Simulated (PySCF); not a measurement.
PySCF input file for CH8N2Si, SMILES C[SiH](N)N, TDDFT-PBE/def2-SVPD. The structure is a stationary point at B3LYP-D3(BJ)/def2-SVP. The values are those of a single conformer.

```python
import numpy as np
from pyscf import gto, scf, dft, tdscf

mol = gto.M(
    atom='''
    Si   -0.35028429   -0.09103474    0.00000001
    C     0.12467617    1.72494609   -0.00000018
    N     0.21845714   -0.75115165    1.51076900
    N     0.21845714   -0.75115197   -1.51076883
    H    -1.81944918   -0.34150601    0.00000004
    H    -0.26284323    2.23474874    0.89541113
    H     1.22255026    1.84120655   -0.00000020
    H    -0.26284323    2.23474854   -0.89541161
    H    -0.06538984   -1.68665108    1.78863392
    H     1.17544403   -0.57747981    1.80696644
    H    -0.06538983   -1.68665147   -1.78863356
    H     1.17544403   -0.57748019   -1.80696632
    ''',
    basis='def2-SVPD',
    charge=0,
    spin=0,
    symmetry=True,
    max_memory=1600,
    verbose=4,
)
mf = dft.RKS(mol, xc='pbe').density_fit(auxbasis='def2-universal-jkfit')
mf.grids.level = 3
mf.conv_tol = 1e-9
mf.max_cycle = 100
mf.kernel()
mf.grids = dft.Grids(mol).set(level=1).build(with_non0tab=True)  # coarser grid for the response kernel
td = tdscf.TDDFT(mf)
td.singlet = True
td.nstates = 10
td.conv_tol = 1e-4
td.positive_eig_threshold = 1e-6
td.kernel(x0=td.get_init_guess(mf, 15))
td.analyze()
tt = tdscf.TDA(mf)
tt.singlet = False
tt.nstates = 4
tt.conv_tol = 1e-4
tt.positive_eig_threshold = 1e-6
tt.kernel(x0=tt.get_init_guess(mf, 9))
tt.analyze(verbose=3)
```

Output:

```
PySCF version 2.14.0

[INPUT] verbose = 4
[INPUT] num. atoms = 12
[INPUT] num. electrons = 42
[INPUT] charge = 0
[INPUT] spin (= nelec alpha-beta = 2S) = 0
[INPUT] symmetry True subgroup None
[INPUT] Mole.unit = angstrom
[INPUT] Symbol           X                Y                Z      unit          X                Y                Z       unit  Magmom
[INPUT]  1 Si    -0.350284290000  -0.091034740000   0.000000010000 AA   -0.661941373838  -0.172030726421   0.000000018897 Bohr   0.0
[INPUT]  2 C      0.124676170000   1.724946090000  -0.000000180000 AA    0.235603815560   3.259675689739  -0.000000340151 Bohr   0.0
[INPUT]  3 N      0.218457140000  -0.751151650000   1.510769000000 AA    0.412824164556  -1.419470896515   2.854939647483 Bohr   0.0
[INPUT]  4 N      0.218457140000  -0.751151970000  -1.510768830000 AA    0.412824164556  -1.419471501228  -2.854939326230 Bohr   0.0
[INPUT]  5 H     -1.819449180000  -0.341506010000   0.000000040000 AA   -3.438260647764  -0.645352828793   0.000000075589 Bohr   0.0
[INPUT]  6 H     -0.262843230000   2.234748740000   0.895411130000 AA   -0.496701718396   4.223063075817   1.692081804587 Bohr   0.0
[INPUT]  7 H      1.222550260000   1.841206550000  -0.000000200000 AA    2.310285164916   3.479376118255  -0.000000377945 Bohr   0.0
[INPUT]  8 H     -0.262843230000   2.234748540000  -0.895411610000 AA   -0.496701718396   4.223062697872  -1.692082711656 Bohr   0.0
[INPUT]  9 H     -0.065389840000  -1.686651080000   1.788633920000 AA   -0.123568888929  -3.187308608902   3.380028245907 Bohr   0.0
[INPUT] 10 H      1.175444030000  -0.577479810000   1.806966440000 AA    2.221267291455  -1.091278683366   3.414671687880 Bohr   0.0
[INPUT] 11 H     -0.065389830000  -1.686651470000  -1.788633560000 AA   -0.123568870032  -3.187309345895  -3.380027565606 Bohr   0.0
[INPUT] 12 H      1.175444030000  -0.577480190000  -1.806966320000 AA    2.221267291455  -1.091279401462  -3.414671461113 Bohr   0.0

nuclear repulsion = 179.984213177973
point group symmetry = Cs
symmetry origin: [-3.14954354e-09  4.94928272e-09  4.04941310e-09]
symmetry axis x: [ 1.00000000e+00 -1.42999358e-09  4.19453155e-10]
symmetry axis y: [-1.42999361e-09 -1.00000000e+00  6.10156880e-08]
symmetry axis z: [-4.19453068e-10  6.10156879e-08  1.00000000e+00]
num. orbitals of irrep A' = 87
num. orbitals of irrep A" = 61
number of shells = 66
number of NR pGTOs = 212
number of NR cGTOs = 148
basis = def2-SVPD
ecp = {}


[settings echo left out]
init E= -441.417698430235
HOMO (A") = -0.303731919977721  LUMO (A') = -0.0344868356116486  gap/eV = 7.32653
cycle= 1 E= -441.31083807827  delta_E= 0.107  |g|= 0.755  |ddm|= 4.31
HOMO (A") = -0.0785682023763399  LUMO (A') = 0.017939357533495  gap/eV = 2.62610
cycle= 2 E= -440.993848681059  delta_E= 0.317  |g|= 1.35  |ddm|= 6.87
HOMO (A") = -0.212463977676723  LUMO (A') = -0.0115242554972506  gap/eV = 5.46785
cycle= 3 E= -441.444867737684  delta_E= -0.451  |g|= 0.102  |ddm|= 5.59
HOMO (A") = -0.199020139075263  LUMO (A') = -0.00853973093436489  gap/eV = 5.18324
cycle= 4 E= -441.447062576868  delta_E= -0.00219  |g|= 0.05  |ddm|= 0.293
HOMO (A") = -0.200063350891661  LUMO (A') = -0.00846581343103692  gap/eV = 5.21363
cycle= 5 E= -441.447686363315  delta_E= -0.000624  |g|= 0.00945  |ddm|= 0.0581
HOMO (A") = -0.200311517673676  LUMO (A') = -0.00881762619789539  gap/eV = 5.21081
cycle= 6 E= -441.447715598242  delta_E= -2.92e-05  |g|= 0.00189  |ddm|= 0.0164
HOMO (A") = -0.200364681865233  LUMO (A') = -0.00881002346914794  gap/eV = 5.21247
cycle= 7 E= -441.447716577832  delta_E= -9.8e-07  |g|= 0.000308  |ddm|= 0.00376
HOMO (A") = -0.200392777630547  LUMO (A') = -0.00882397527161327  gap/eV = 5.21285
cycle= 8 E= -441.447716605903  delta_E= -2.81e-08  |g|= 0.000105  |ddm|= 0.000676
HOMO (A") = -0.200390711699213  LUMO (A') = -0.008824062697387  gap/eV = 5.21279
cycle= 9 E= -441.447716609145  delta_E= -3.24e-09  |g|= 1.63e-05  |ddm|= 0.000188
HOMO (A") = -0.200391682708367  LUMO (A') = -0.00882450537626234  gap/eV = 5.21281
cycle= 10 E= -441.447716609233  delta_E= -8.81e-11  |g|= 2.07e-06  |ddm|= 3.43e-05
HOMO (A") = -0.200391431747209  LUMO (A') = -0.00882440051728928  gap/eV = 5.21280
Extra cycle  E= -441.447716609232  delta_E= 6.82e-13  |g|= 1.74e-06  |ddm|= 6.48e-06
converged SCF energy = -441.447716609232
tot grids = 41608
Overwritten attributes  positive_eig_threshold  of <class 'pyscf.tdscf.rks.CasidaTDDFT'>


******** <class 'pyscf.tdscf.rks.CasidaTDDFT'> for <class 'pyscf.df.df_jk.DFSymAdaptedRKS'> ********
nstates = 10 singlet
deg_eia_thresh = 1.000e-03
wfnsym = None
conv_tol = 0.0001
eigh lindep = 1e-12
eigh level_shift = 0
eigh max_cycle = 100


Excitation energies (eV)
[5.3337619  6.02449985 6.2312829  6.31954618 6.68994773 6.99047215
 7.21675096 7.27410251 7.41962352 7.45998943]

** Singlet excitation energies and oscillator strengths **
Excited State   1:   A"      5.33376 eV    232.45 nm  f=0.0512
      21 -> 22        0.70003
Excited State   2:   A"      6.02450 eV    205.80 nm  f=0.0141
      21 -> 23        0.69896
Excited State   3:   A'      6.23128 eV    198.97 nm  f=0.0020
      20 -> 22        0.44615
      21 -> 24       -0.54507
Excited State   4:   A'      6.31955 eV    196.19 nm  f=0.0625
      20 -> 22       -0.54623
      21 -> 24       -0.44647
Excited State   5:   A"      6.68995 eV    185.33 nm  f=0.0003
      21 -> 25       -0.70402
Excited State   6:   A'      6.99047 eV    177.36 nm  f=0.0006
      20 -> 23        0.70317
Excited State   7:   A"      7.21675 eV    171.80 nm  f=0.0139
      20 -> 24        0.69331
      21 -> 27        0.10409
Excited State   8:   A'      7.27410 eV    170.45 nm  f=0.0027
      19 -> 22        0.70480
Excited State   9:   A"      7.41962 eV    167.10 nm  f=0.0011
      21 -> 26        0.70064
Excited State  10:   A"      7.45999 eV    166.20 nm  f=0.0008
      20 -> 24        0.10012
      21 -> 27       -0.69835

** Transition electric dipole moments (AU) **
state          X           Y           Z        Dip. S.      Osc.
  1        -0.0000     -0.0000     -0.6261      0.3920      0.0512
  2        -0.0000     -0.0000     -0.3086      0.0953      0.0141
  3        -0.0055      0.1153      0.0000      0.0133      0.0020
  4         0.3877     -0.5034      0.0000      0.4037      0.0625
  5        -0.0000     -0.0000     -0.0439      0.0019      0.0003
  6         0.0488      0.0307     -0.0000      0.0033      0.0006
  7        -0.0000      0.0000      0.2806      0.0787      0.0139
  8        -0.0203     -0.1219     -0.0000      0.0153      0.0027
  9         0.0000      0.0000      0.0786      0.0062      0.0011
 10        -0.0000     -0.0000      0.0668      0.0045      0.0008

** Transition velocity dipole moments (imaginary part, AU) **
state          X           Y           Z        Dip. S.      Osc.
  1        -0.0000     -0.0000     -0.1295      0.0168      0.0570
  2        -0.0000     -0.0000     -0.0739      0.0055      0.0165
  3        -0.0034      0.0273     -0.0000      0.0008      0.0022
  4         0.0958     -0.1233      0.0000      0.0244      0.0700
  5        -0.0000     -0.0000     -0.0115      0.0001      0.0004
  6         0.0125      0.0061     -0.0000      0.0002      0.0005
  7         0.0000     -0.0000      0.0739      0.0055      0.0137
  8        -0.0035     -0.0340      0.0000      0.0012      0.0029
  9         0.0000      0.0000      0.0183      0.0003      0.0008
 10        -0.0000     -0.0000      0.0170      0.0003      0.0007

** Transition magnetic dipole moments (imaginary part, AU) **
state          X           Y           Z
  1        -0.6274     -0.3793      0.0000
  2        -0.1214      0.1220     -0.0000
  3        -0.0000      0.0000      0.0483
  4        -0.0000     -0.0000     -0.1346
  5         0.0005      0.1950     -0.0000
  6         0.0000     -0.0000     -0.0833
  7        -0.2945     -0.5630      0.0000
  8        -0.0000      0.0000      0.5316
  9         0.0321     -0.5933      0.0000
 10        -0.3929      0.2065      0.0000
Overwritten attributes  positive_eig_threshold  of <class 'pyscf.tdscf.rks.TDA'>


******** <class 'pyscf.tdscf.rks.TDA'> for <class 'pyscf.df.df_jk.DFSymAdaptedRKS'> ********
nstates = 4 triplet
deg_eia_thresh = 1.000e-03
wfnsym = None
conv_tol = 0.0001
eigh lindep = 1e-12
eigh level_shift = 0
eigh max_cycle = 100


Excitation energies (eV)
[5.07871577 5.90246808 5.91326541 6.10046868]

** Triplet excitation energies and oscillator strengths **
Excited State   1:   A"      5.07872 eV    244.13 nm  f=0.0000
Excited State   2:   A"      5.90247 eV    210.05 nm  f=0.0000
Excited State   3:   A'      5.91327 eV    209.67 nm  f=0.0000
Excited State   4:   A'      6.10047 eV    203.24 nm  f=0.0000
```

The calculation finished and met its thresholds.
